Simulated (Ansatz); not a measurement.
# Worked example: SiH3(CH3) + SiH(CH3)(NH2)2 → 2 SiH2(CH3)(NH2)

Species: SiH3(CH3) (methylsilane), singlet; SiH(CH3)(NH2)2, singlet; SiH2(CH3)(NH2), singlet. The partners trade H for NH2; both sit on Si, so the bond types are kept.

Shapes, held fixed at every level: PBE0-D4/def2-TZVP. Flexible molecules stand in one conformer, not always the lowest. Programs: Ansatz 0.2.0. The zero-point and thermal change to 298 K, harmonic and unscaled (PBE0-D4/def2-TZVP), is -0.3 kJ/mol.

At CCSD(T)/CBS estimate; 1 Eh = 2625.50 kJ/mol:

```
       species  energy (Eh)
     SiH3(CH3)  -330.739164
SiH(CH3)(NH2)2  -441.433387
SiH2(CH3)(NH2)  -386.082318
```

Question: Work out ΔH(298 K) of the reaction at this level.

Answer: 
1. Products less reactants: 2 × (-386.082318) − [(-330.739164) + (-441.433387)] = 0.007915 Eh = +20.8 kJ/mol.
2. With the thermal change: +20.8 + (-0.3) = +20.5 kJ/mol.

Other levels give +19.3 (B2PLYP/def2-TZVPP) to +22.6 kJ/mol (SPW92/def2-TZVPP). No measured value is set beside it here. The CBS estimate extrapolates MP2 from def2-TZVPP and def2-QZVPP and adds CCSD(T) − MP2 in the triple-zeta set, cores frozen.
